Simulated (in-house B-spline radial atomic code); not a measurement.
The numbers below are computed, except where a source is named.
## Two electrons in InAs: a Gaussian well −V exp(−r²/w²) with V = 11.5 meV and w = 134 nm

For InAs the NSM archive of the Ioffe Institute lists m* = 0.023 m0 and ε = 15.15. In so narrow a gap the band flattens within tens of meV, so real spacings are smaller, by up to some tenths.

Effective-mass model with parabolic bands, a uniform dielectric constant, no image charges, no central-cell or spin-orbit terms. Two-electron levels come from full CI in B-splines with partial waves to l = 5 (up to 0.001 effective hartree above the limit).

(1) What are the effective units, and what is the potential in them?

In these units the lowest s and p orbitals lie at -3.161277 and -2.494492, and their Coulomb and exchange integrals are J_ss = 0.655228, J_sp = 0.534898 and K_sp = 0.1045. Full CI gives -5.735187 for the ground singlet, -5.243099 for the sp triplet, -5.084286 for the sp singlet and -4.688295 for the lowest triplet of two s orbitals.

(2) What does it cost to add the second electron, to first order and exactly?

(3) How far above the singlet do the triplets lie?

Results:

(1) Ha* = 27211.386 meV × 0.023/15.15² = 2.727 meV and a* = 0.0529177 nm × 15.15/0.023 = 34.86 nm. V = 4.23 Ha* and w = 3.85 a*.

(2) To first order E = 2ε_s + J_ss = -5.667325, so the charging energy E(2) − 2E(1) is J_ss = 1.787 meV. CI gives -5.735187 − 2 × (-3.161277) = 0.587367, or 1.602 meV: relaxation and correlation lower it by 0.185 meV, 10.4 % of J_ss. The s² configuration of one-electron orbitals holds 96.0 % of the state, and the mean radius is 52.3 nm. The second electron is bound by ε_s − E = 7.019 meV, against 8.62 meV for the first.

(3) To first order the sp triplet lies at ε_s + ε_p + J_sp − K_sp = -5.225395, which is 1.205 meV above 2ε_s + J_ss. CI gives -5.243099 − (-5.735187) = 0.492088, or 1.342 meV, 74 % of the orbital spacing of 1.818 meV. The ss triplet lies 2.855 meV up, so the lower of the two is the sp one, and its gap equals k_BT at 15.6 K. The sp singlet-triplet splitting is 0.433 meV, against 2K_sp = 0.57 meV.
